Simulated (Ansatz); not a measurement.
`S/C=C/c1ccc(/C=C/c2ccc(/C=C/c3ccc(/C=C/c4ccc(/C=C/c5ccc(/C=C/c6ccc(S)cc6)cc5)cc4)cc3)cc2)cc1`: single points at one geometry.

```yaml
crystal:
  periodic: [false, false, false]
  atoms:
    - {symbol: S, position_ang: [-21.333629, -0.052326, -0.001673]}
    - {symbol: C, position_ang: [-19.623180, 0.295556, 0.225160]}
    - {symbol: C, position_ang: [-18.638749, -0.496829, -0.276116]}
    - {symbol: C, position_ang: [-17.201113, -0.302025, -0.114048]}
    - {symbol: C, position_ang: [-16.625548, 0.747917, 0.645593]}
    - {symbol: C, position_ang: [-15.243683, 0.881368, 0.757921]}
    - {symbol: C, position_ang: [-14.348339, -0.021531, 0.125058]}
    - {symbol: C, position_ang: [-12.913426, 0.169269, 0.284698]}
    - {symbol: C, position_ang: [-11.917392, -0.595512, -0.251504]}
    - {symbol: C, position_ang: [-10.483121, -0.406337, -0.087830]}
    - {symbol: C, position_ang: [-9.906995, 0.636062, 0.684034]}
    - {symbol: C, position_ang: [-8.525874, 0.763338, 0.803676]}
    - {symbol: C, position_ang: [-7.630609, -0.136635, 0.164891]}
    - {symbol: C, position_ang: [-6.196448, 0.050444, 0.329048]}
    - {symbol: C, position_ang: [-5.201543, -0.718724, -0.204178]}
    - {symbol: C, position_ang: [-3.767114, -0.528922, -0.046705]}
    - {symbol: C, position_ang: [-2.874324, -1.430404, -0.687132]}
    - {symbol: C, position_ang: [-1.492858, -1.296084, -0.582696]}
    - {symbol: C, position_ang: [-0.913778, -0.244267, 0.174275]}
    - {symbol: C, position_ang: [0.521013, -0.041320, 0.311236]}
    - {symbol: C, position_ang: [1.514051, -0.790721, -0.252742]}
    - {symbol: C, position_ang: [2.948785, -0.577492, -0.132062]}
    - {symbol: C, position_ang: [3.530009, 0.467534, 0.632456]}
    - {symbol: C, position_ang: [4.911170, 0.629285, 0.695792]}
    - {symbol: C, position_ang: [5.801169, -0.235199, 0.002783]}
    - {symbol: C, position_ang: [7.234938, -0.001040, 0.095026]}
    - {symbol: C, position_ang: [8.223683, -0.702036, -0.534686]}
    - {symbol: C, position_ang: [9.656723, -0.460367, -0.454190]}
    - {symbol: C, position_ang: [10.239319, 0.564611, 0.341561]}
    - {symbol: C, position_ang: [11.614699, 0.761349, 0.379018]}
    - {symbol: C, position_ang: [12.502804, -0.053269, -0.376355]}
    - {symbol: C, position_ang: [13.949735, 0.113729, -0.374681]}
    - {symbol: C, position_ang: [14.667989, 1.045495, 0.316514]}
    - {symbol: C, position_ang: [16.116381, 1.215355, 0.318705]}
    - {symbol: C, position_ang: [16.693873, 2.244178, 1.104554]}
    - {symbol: C, position_ang: [18.073403, 2.455469, 1.147902]}
    - {symbol: C, position_ang: [18.940966, 1.634663, 0.395218]}
    - {symbol: S, position_ang: [20.681028, 1.954055, 0.491901]}
    - {symbol: C, position_ang: [18.384870, 0.603123, -0.395152]}
    - {symbol: C, position_ang: [17.005231, 0.401800, -0.429708]}
    - {symbol: C, position_ang: [11.922363, -1.077235, -1.166292]}
    - {symbol: C, position_ang: [10.542330, -1.274982, -1.203801]}
    - {symbol: C, position_ang: [5.220270, -1.286188, -0.753698]}
    - {symbol: C, position_ang: [3.839180, -1.448661, -0.816115]}
    - {symbol: C, position_ang: [-1.806497, 0.653334, 0.820098]}
    - {symbol: C, position_ang: [-3.188097, 0.519232, 0.715345]}
    - {symbol: C, position_ang: [-8.206674, -1.178569, -0.607647]}
    - {symbol: C, position_ang: [-9.587667, -1.305658, -0.727401]}
    - {symbol: C, position_ang: [-14.925095, -1.073084, -0.632599]}
    - {symbol: C, position_ang: [-16.306892, -1.206084, -0.746058]}
    - {symbol: H, position_ang: [-21.800851, 1.082985, 0.586506]}
    - {symbol: H, position_ang: [-19.390803, 1.194254, 0.817050]}
    - {symbol: H, position_ang: [-18.930954, -1.379807, -0.871317]}
    - {symbol: H, position_ang: [-17.272861, 1.472357, 1.162633]}
    - {symbol: H, position_ang: [-14.826769, 1.707280, 1.356202]}
    - {symbol: H, position_ang: [-12.632865, 1.032666, 0.912306]}
    - {symbol: H, position_ang: [-12.197297, -1.457570, -0.881071]}
    - {symbol: H, position_ang: [-10.556382, 1.359028, 1.199728]}
    - {symbol: H, position_ang: [-8.107850, 1.582756, 1.410058]}
    - {symbol: H, position_ang: [-5.914977, 0.914622, 0.955197]}
    - {symbol: H, position_ang: [-5.483573, -1.583317, -0.829403]}
    - {symbol: H, position_ang: [-3.295013, -2.255715, -1.283593]}
    - {symbol: H, position_ang: [-0.845507, -2.019913, -1.099621]}
    - {symbol: H, position_ang: [0.804876, 0.822549, 0.936353]}
    - {symbol: H, position_ang: [1.229883, -1.652420, -0.880630]}
    - {symbol: H, position_ang: [2.884567, 1.166201, 1.185179]}
    - {symbol: H, position_ang: [5.333381, 1.451619, 1.295016]}
    - {symbol: H, position_ang: [7.520749, 0.845991, 0.741993]}
    - {symbol: H, position_ang: [7.936822, -1.543156, -1.188956]}
    - {symbol: H, position_ang: [9.592813, 1.219680, 0.944295]}
    - {symbol: H, position_ang: [12.018376, 1.567027, 1.010105]}
    - {symbol: H, position_ang: [14.493617, -0.604973, -1.011786]}
    - {symbol: H, position_ang: [14.122790, 1.764057, 0.952430]}
    - {symbol: H, position_ang: [16.032953, 2.895537, 1.697754]}
    - {symbol: H, position_ang: [18.484481, 3.264673, 1.770586]}
    - {symbol: H, position_ang: [21.067475, 0.953807, -0.347396]}
    - {symbol: H, position_ang: [19.042527, -0.049038, -0.989894]}
    - {symbol: H, position_ang: [16.608679, -0.410345, -1.056869]}
    - {symbol: H, position_ang: [12.582192, -1.727309, -1.762639]}
    - {symbol: H, position_ang: [10.123871, -2.079227, -1.829589]}
    - {symbol: H, position_ang: [5.865896, -1.987706, -1.302556]}
    - {symbol: H, position_ang: [3.417036, -2.272411, -1.413399]}
    - {symbol: H, position_ang: [-1.385779, 1.478459, 1.416792]}
    - {symbol: H, position_ang: [-3.835582, 1.242398, 1.233019]}
    - {symbol: H, position_ang: [-7.557342, -1.901047, -1.124045]}
    - {symbol: H, position_ang: [-10.005686, -2.124651, -1.334295]}
    - {symbol: H, position_ang: [-14.276435, -1.801358, -1.141690]}
    - {symbol: H, position_ang: [-16.723767, -2.033640, -1.341842]}
basis:
  gaussian: {orbitals: def2-SVP, fitting: {mean_field: def2-universal-jkfit}, initial_orbitals: start.molden}
hamiltonian: {xc: pbe0, dispersion: d4}
scf: {omitted_lower_state_checks: [starts]}
output: {forces: true, orbitals: {seedname: orbitals}}
```

The file start.molden holds the orbitals of an earlier run on this structure, at another level or in another basis.

```sh
$ ansatz run in.yaml --threads 4 --pin off --events-out ev --progress --plain --max-ram 66560MiB --backend cuda --devices 0, --max-vram 37GiB
```

Shortened log:

```
Functional definition: PBE0
4540 factors; integrals over basis functions are off by at most 3.4e-1 eV
mean field evaluation 1: about -71954.4684 eV, gradient 1.9e1 eV
mean field evaluation 2: about -71955.1423 eV, gradient 6.5e-1 eV
mean field evaluation 4: about -71955.1012 eV, gradient 8.5e-3 eV
mean field -71955.10118346 eV, -2644.3011955727 hartree, gradient 1.3e-5 eV, S^2 0.000000; 0 other end points of the search recorded, 0 dependent functions left out
reference -71955.10128503 eV, -2644.3011993054 hartree; 179, 179 occupied and 719, 719 virtual orbitals, 4540 factors
Total energy: -71957.94838165 eV, -2644.4058281765 hartree
Atom 0 at   -21.333629    -0.052326    -0.001673 Å, force     0.129969     0.329719     0.177540 eV/Å
Atom 1 at   -19.623180     0.295556     0.225160 Å, force     0.403836    -0.272652    -0.161366 eV/Å
Atom 2 at   -18.638749    -0.496829    -0.276116 Å, force    -0.507928     0.238023     0.135379 eV/Å
Atom 3 at   -17.201113    -0.302025    -0.114048 Å, force     0.465628     0.054414     0.044635 eV/Å
Atom 4 at   -16.625548     0.747917     0.645593 Å, force     0.029622    -0.172998    -0.120472 eV/Å
Atom 5 at   -15.243683     0.881368     0.757921 Å, force     0.050440    -0.179132    -0.124156 eV/Å
Atom 6 at   -14.348339    -0.021531     0.125058 Å, force    -0.466378    -0.065898    -0.051804 eV/Å
Atom 7 at   -12.913426     0.169269     0.284698 Å, force     0.532989    -0.187646    -0.128565 eV/Å
Atom 8 at   -11.917392    -0.595512    -0.251504 Å, force    -0.534190     0.189782     0.127611 eV/Å
Atom 9 at   -10.483121    -0.406337    -0.087830 Å, force     0.470132     0.062506     0.054794 eV/Å
Atom 10 at    -9.906995     0.636062     0.684034 Å, force     0.025963    -0.175034    -0.126953 eV/Å
Atom 11 at    -8.525874     0.763338     0.803676 Å, force     0.054264    -0.177975    -0.128185 eV/Å
Atom 12 at    -7.630609    -0.136635     0.164891 Å, force    -0.470303    -0.063496    -0.055364 eV/Å
Atom 13 at    -6.196448     0.050444     0.329048 Å, force     0.538719    -0.192162    -0.128187 eV/Å
Atom 14 at    -5.201543    -0.718724    -0.204178 Å, force    -0.539369     0.192521     0.128253 eV/Å
Atom 15 at    -3.767114    -0.528922    -0.046705 Å, force     0.471349     0.065455     0.051379 eV/Å
Atom 16 at    -2.874324    -1.430404    -0.687132 Å, force    -0.054536     0.179899     0.126930 eV/Å
Atom 17 at    -1.492858    -1.296084    -0.582696 Å, force    -0.025114     0.179089     0.127520 eV/Å
Atom 18 at    -0.913778    -0.244267     0.174275 Å, force    -0.470364    -0.068957    -0.050060 eV/Å
Atom 19 at     0.521013    -0.041320     0.311236 Å, force     0.538038    -0.185399    -0.146720 eV/Å
Atom 20 at     1.514051    -0.790721    -0.252742 Å, force    -0.536586     0.187133     0.144531 eV/Å
Atom 21 at     2.948785    -0.577492    -0.132062 Å, force     0.469915     0.073824     0.038354 eV/Å
Atom 22 at     3.530009     0.467534     0.632456 Å, force     0.026670    -0.173196    -0.132201 eV/Å
Atom 23 at     4.911170     0.629285     0.695792 Å, force     0.049836    -0.174707    -0.137384 eV/Å
Atom 24 at     5.801169    -0.235199     0.002783 Å, force    -0.469625    -0.073879    -0.034499 eV/Å
Atom 25 at     7.234938    -0.001040     0.095026 Å, force     0.533420    -0.162856    -0.172710 eV/Å
Atom 26 at     8.223683    -0.702036    -0.534686 Å, force    -0.533987     0.165393     0.165562 eV/Å
Atom 27 at     9.656723    -0.460367    -0.454190 Å, force     0.470088     0.069061     0.016488 eV/Å
Atom 28 at    10.239319     0.564611     0.341561 Å, force     0.044862    -0.152542    -0.129416 eV/Å
Atom 29 at    11.614699     0.761349     0.379018 Å, force     0.006666    -0.156942    -0.130276 eV/Å
Atom 30 at    12.502804    -0.053269    -0.376355 Å, force    -0.466344    -0.066138    -0.008159 eV/Å
Atom 31 at    13.949735     0.113729    -0.374681 Å, force     0.448970     0.291383     0.193126 eV/Å
Atom 32 at    14.667989     1.045495     0.316514 Å, force    -0.440247    -0.294012    -0.197209 eV/Å
Atom 33 at    16.116381     1.215355     0.318705 Å, force     0.456818     0.053518     0.000054 eV/Å
Atom 34 at    16.693873     2.244178     1.104554 Å, force     0.031473    -0.167114    -0.141556 eV/Å
Atom 35 at    18.073403     2.455469     1.147902 Å, force    -0.002532    -0.197436    -0.166756 eV/Å
Atom 36 at    18.940966     1.634663     0.395218 Å, force    -0.311895    -0.017087     0.023125 eV/Å
Atom 37 at    20.681028     1.954055     0.491901 Å, force    -0.176098    -0.297566    -0.223163 eV/Å
Atom 38 at    18.384870     0.603123    -0.395152 Å, force    -0.070630     0.174639     0.148605 eV/Å
Atom 39 at    17.005231     0.401800    -0.429708 Å, force    -0.006090     0.160885     0.131612 eV/Å
Atom 40 at    11.922363    -1.077235    -1.166292 Å, force     0.009359     0.184342     0.150574 eV/Å
Atom 41 at    10.542330    -1.274982    -1.203801 Å, force    -0.069244     0.175451     0.149431 eV/Å
Atom 42 at     5.220270    -1.286188    -0.753698 Å, force    -0.025971     0.173794     0.131108 eV/Å
Atom 43 at     3.839180    -1.448661    -0.816115 Å, force    -0.050521     0.179325     0.132110 eV/Å
Atom 44 at    -1.806497     0.653334     0.820098 Å, force     0.054088    -0.177229    -0.130526 eV/Å
Atom 45 at    -3.188097     0.519232     0.715345 Å, force     0.025631    -0.177877    -0.129009 eV/Å
Atom 46 at    -8.206674    -1.178569    -0.607647 Å, force    -0.026595     0.175819     0.127717 eV/Å
Atom 47 at    -9.587667    -1.305658    -0.727401 Å, force    -0.054879     0.176895     0.128682 eV/Å
Atom 48 at   -14.925095    -1.073084    -0.632599 Å, force    -0.031386     0.172848     0.122848 eV/Å
Atom 49 at   -16.306892    -1.206084    -0.746058 Å, force    -0.043588     0.178953     0.126728 eV/Å
Atom 50 at   -21.800851     1.082985     0.586506 Å, force     0.117150    -0.288392    -0.153624 eV/Å
Atom 51 at   -19.390803     1.194254     0.817050 Å, force    -0.049932    -0.229893    -0.149365 eV/Å
Atom 52 at   -18.930954    -1.379807    -0.871317 Å, force     0.062422     0.226056     0.155461 eV/Å
Atom 53 at   -17.272861     1.472357     1.162633 Å, force     0.173436    -0.189016    -0.135863 eV/Å
Atom 54 at   -14.826769     1.707280     1.356202 Å, force    -0.115638    -0.212166    -0.153852 eV/Å
Atom 55 at   -12.632865     1.032666     0.912306 Å, force    -0.069469    -0.230914    -0.166819 eV/Å
Atom 56 at   -12.197297    -1.457570    -0.881071 Å, force     0.068446     0.229454     0.168851 eV/Å
Atom 57 at   -10.556382     1.359028     1.199728 Å, force     0.178113    -0.188202    -0.133782 eV/Å
Atom 58 at    -8.107850     1.582756     1.410058 Å, force    -0.116894    -0.210852    -0.156444 eV/Å
Atom 59 at    -5.914977     0.914622     0.955197 Å, force    -0.069368    -0.232710    -0.168903 eV/Å
Atom 60 at    -5.483573    -1.583317    -0.829403 Å, force     0.069560     0.232762     0.168478 eV/Å
Atom 61 at    -3.295013    -2.255715    -1.283593 Å, force     0.118403     0.213244     0.153896 eV/Å
Atom 62 at    -0.845507    -2.019913    -1.099621 Å, force    -0.176903     0.187655     0.133726 eV/Å
Atom 63 at     0.804876     0.822549     0.936353 Å, force    -0.069738    -0.227090    -0.165278 eV/Å
Atom 64 at     1.229883    -1.652420    -0.880630 Å, force     0.068794     0.226792     0.164419 eV/Å
Atom 65 at     2.884567     1.166201     1.185179 Å, force     0.176839    -0.180451    -0.143118 eV/Å
Atom 66 at     5.333381     1.451619     1.295016 Å, force    -0.116598    -0.208704    -0.151913 eV/Å
Atom 67 at     7.520749     0.845991     0.741993 Å, force    -0.070237    -0.226135    -0.171899 eV/Å
Atom 68 at     7.936822    -1.543156    -1.188956 Å, force     0.070706     0.223450     0.175184 eV/Å
Atom 69 at     9.592813     1.219680     0.944295 Å, force     0.177218    -0.168586    -0.156761 eV/Å
Atom 70 at    12.018376     1.567027     1.010105 Å, force    -0.113622    -0.209801    -0.164441 eV/Å
Atom 71 at    14.493617    -0.604973    -1.011786 Å, force    -0.139796     0.195260     0.172751 eV/Å
Atom 72 at    14.122790     1.764057     0.952430 Å, force     0.141816    -0.194591    -0.171550 eV/Å
Atom 73 at    16.032953     2.895537     1.697754 Å, force     0.169391    -0.163102    -0.145885 eV/Å
Atom 74 at    18.484481     3.264673     1.770586 Å, force    -0.102633    -0.207461    -0.159564 eV/Å
Atom 75 at    21.067475     0.953807    -0.347396 Å, force    -0.087736     0.244689     0.203630 eV/Å
Atom 76 at    19.042527    -0.049038    -0.989894 Å, force    -0.168376     0.163103     0.147449 eV/Å
Atom 77 at    16.608679    -0.410345    -1.056869 Å, force     0.107065     0.208723     0.162895 eV/Å
Atom 78 at    12.582192    -1.727309    -1.762639 Å, force    -0.178753     0.164872     0.152673 eV/Å
Atom 79 at    10.123871    -2.079227    -1.829589 Å, force     0.116821     0.206605     0.159760 eV/Å
Atom 80 at     5.865896    -1.987706    -1.302556 Å, force    -0.176825     0.181260     0.141472 eV/Å
Atom 81 at     3.417036    -2.272411    -1.413399 Å, force     0.116420     0.209112     0.150099 eV/Å
Atom 82 at    -1.385779     1.478459     1.416792 Å, force    -0.118543    -0.212413    -0.154117 eV/Å
Atom 83 at    -3.835582     1.242398     1.233019 Å, force     0.176634    -0.186772    -0.133875 eV/Å
Atom 84 at    -7.557342    -1.901047    -1.124045 Å, force    -0.178267     0.187200     0.134232 eV/Å
Atom 85 at   -10.005686    -2.124651    -1.334295 Å, force     0.116698     0.210244     0.156830 eV/Å
Atom 86 at   -14.276435    -1.801358    -1.141690 Å, force    -0.175977     0.188534     0.131612 eV/Å
Atom 87 at   -16.723767    -2.033640    -1.341842 Å, force     0.115029     0.213497     0.153635 eV/Å
Dipole moment:    -0.107429     0.085654    -0.002154 e Å
Checks for a lower state left out: starts
```

Run time 19 s (4 threads of AMD EPYC 7R13 on a shared host and a share (37 GiB) of an NVIDIA H100 80GB HBM3), peak host memory 2.7 GiB.

As the first input, with `hamiltonian: {xc: pbe, dispersion: d4}`, `output: {orbitals: {seedname: orbitals}}` (abridged; 9.5 s):

```
Functional definition: PBE
mean field -71948.61763345 eV, -2644.0629295046 hartree, gradient 1.9e-5 eV, S^2 0.000000
Total energy: -71951.93707534 eV, -2644.1849167440 hartree
Checks for a lower state left out: starts
```

As the first input, with `hamiltonian: {xc: r2scan, dispersion: d4}` (abridged; 18 s):

```
Functional definition: r2SCAN
mean field -71991.22786517 eV, -2645.6288266383 hartree, gradient 2.5e-5 eV, S^2 0.000000
Total energy: -71992.18307885 eV, -2645.6639300934 hartree
Atom 0 force     0.055769     0.279613     0.146234 eV/Å
Atom 1 force     0.208746    -0.040413    -0.017367 eV/Å
Atom 2 force    -0.197308     0.033206     0.010277 eV/Å
Atom 3 force     0.137779     0.026114     0.020796 eV/Å
Atom 4 force     0.013501    -0.003932    -0.001705 eV/Å
Atom 5 force    -0.007173    -0.011560    -0.005893 eV/Å
Atom 6 force    -0.123360    -0.029480    -0.021766 eV/Å
Atom 7 force     0.170835     0.009462     0.008460 eV/Å
Atom 8 force    -0.168859    -0.008368    -0.008818 eV/Å
Atom 9 force     0.121602     0.025479     0.021387 eV/Å
Atom 10 force     0.015767    -0.000749    -0.000284 eV/Å
Atom 11 force    -0.008777    -0.010025    -0.007203 eV/Å
Atom 12 force    -0.119876    -0.026081    -0.021410 eV/Å
Atom 13 force     0.168270     0.009256     0.009375 eV/Å
Atom 14 force    -0.168304    -0.009311    -0.010121 eV/Å
Atom 15 force     0.119434     0.027221     0.019752 eV/Å
Atom 16 force     0.009248     0.010658     0.006394 eV/Å
Atom 17 force    -0.016036     0.002988     0.000965 eV/Å
Atom 18 force    -0.118746    -0.028409    -0.021571 eV/Å
Atom 19 force     0.167196     0.009571     0.002533 eV/Å
Atom 20 force    -0.166040    -0.008874    -0.003675 eV/Å
Atom 21 force     0.119150     0.029231     0.015987 eV/Å
Atom 22 force     0.017417    -0.000314    -0.001907 eV/Å
Atom 23 force    -0.012062    -0.012097    -0.008998 eV/Å
Atom 24 force    -0.120822    -0.026160    -0.017068 eV/Å
Atom 25 force     0.167045     0.015865    -0.001786 eV/Å
Atom 26 force    -0.167743    -0.013613    -0.000867 eV/Å
Atom 27 force     0.122169     0.023702     0.008610 eV/Å
Atom 28 force     0.021601     0.004266     0.001258 eV/Å
Atom 29 force    -0.020839    -0.002719    -0.000952 eV/Å
Atom 30 force    -0.126964    -0.012868     0.003950 eV/Å
Atom 31 force     0.168427     0.033869     0.009890 eV/Å
Atom 32 force    -0.171360    -0.036676    -0.012567 eV/Å
Atom 33 force     0.136065     0.006634    -0.008534 eV/Å
Atom 34 force     0.016461    -0.015145    -0.016218 eV/Å
Atom 35 force    -0.000048    -0.034783    -0.034517 eV/Å
Atom 36 force    -0.178110    -0.004057     0.021236 eV/Å
Atom 37 force    -0.067180    -0.241605    -0.187538 eV/Å
Atom 38 force    -0.006535     0.026002     0.021205 eV/Å
Atom 39 force    -0.000066     0.013312     0.011111 eV/Å
Atom 40 force    -0.006011     0.010709     0.009696 eV/Å
Atom 41 force     0.002070     0.013070     0.011250 eV/Å
Atom 42 force    -0.016937     0.001532     0.000510 eV/Å
Atom 43 force     0.011873     0.013428     0.007520 eV/Å
Atom 44 force    -0.009459    -0.009498    -0.008010 eV/Å
Atom 45 force     0.016820    -0.001998    -0.001865 eV/Å
Atom 46 force    -0.015728     0.001174     0.001072 eV/Å
Atom 47 force     0.007861     0.009596     0.007527 eV/Å
Atom 48 force    -0.013997     0.003789     0.002008 eV/Å
Atom 49 force     0.003846     0.010676     0.008637 eV/Å
Atom 50 force     0.105870    -0.258153    -0.133982 eV/Å
Atom 51 force    -0.059627    -0.188002    -0.123240 eV/Å
Atom 52 force     0.054054     0.177787     0.122126 eV/Å
Atom 53 force     0.144271    -0.154012    -0.110257 eV/Å
Atom 54 force    -0.090304    -0.173590    -0.125311 eV/Å
Atom 55 force    -0.067197    -0.184170    -0.133466 eV/Å
Atom 56 force     0.066278     0.183257     0.134933 eV/Å
Atom 57 force     0.150782    -0.154702    -0.109803 eV/Å
Atom 58 force    -0.090970    -0.172248    -0.127659 eV/Å
Atom 59 force    -0.067015    -0.186398    -0.135031 eV/Å
Atom 60 force     0.067336     0.186437     0.135166 eV/Å
Atom 61 force     0.092500     0.174352     0.125873 eV/Å
Atom 62 force    -0.149828     0.154058     0.109983 eV/Å
Atom 63 force    -0.067297    -0.180545    -0.132094 eV/Å
Atom 64 force     0.066406     0.181248     0.130116 eV/Å
Atom 65 force     0.149686    -0.148246    -0.117361 eV/Å
Atom 66 force    -0.090593    -0.169865    -0.123876 eV/Å
Atom 67 force    -0.068171    -0.180265    -0.138265 eV/Å
Atom 68 force     0.068134     0.179424     0.138308 eV/Å
Atom 69 force     0.149928    -0.138371    -0.128675 eV/Å
Atom 70 force    -0.097437    -0.173202    -0.135196 eV/Å
Atom 71 force    -0.122936     0.153104     0.136342 eV/Å
Atom 72 force     0.126164    -0.153223    -0.136335 eV/Å
Atom 73 force     0.137034    -0.133568    -0.118722 eV/Å
Atom 74 force    -0.081800    -0.171067    -0.131921 eV/Å
Atom 75 force    -0.081166     0.213639     0.177678 eV/Å
Atom 76 force    -0.137054     0.131842     0.118903 eV/Å
Atom 77 force     0.095407     0.172050     0.134007 eV/Å
Atom 78 force    -0.141725     0.135607     0.125105 eV/Å
Atom 79 force     0.091038     0.168590     0.130615 eV/Å
Atom 80 force    -0.149734     0.148460     0.116574 eV/Å
Atom 81 force     0.090433     0.170042     0.122410 eV/Å
Atom 82 force    -0.092582    -0.173544    -0.125971 eV/Å
Atom 83 force     0.149375    -0.153427    -0.109811 eV/Å
Atom 84 force    -0.151004     0.153852     0.110207 eV/Å
Atom 85 force     0.090894     0.171714     0.128011 eV/Å
Atom 86 force    -0.149395     0.154802     0.108111 eV/Å
Atom 87 force     0.089630     0.174645     0.125506 eV/Å
Dipole moment:    -0.135373     0.099702     0.001252 e Å
Checks for a lower state left out: starts
```

Geometry: PBE-D4/def2-SVP.

Single mean-field runs in def2-SVP are fitted with def2-universal-jkfit.
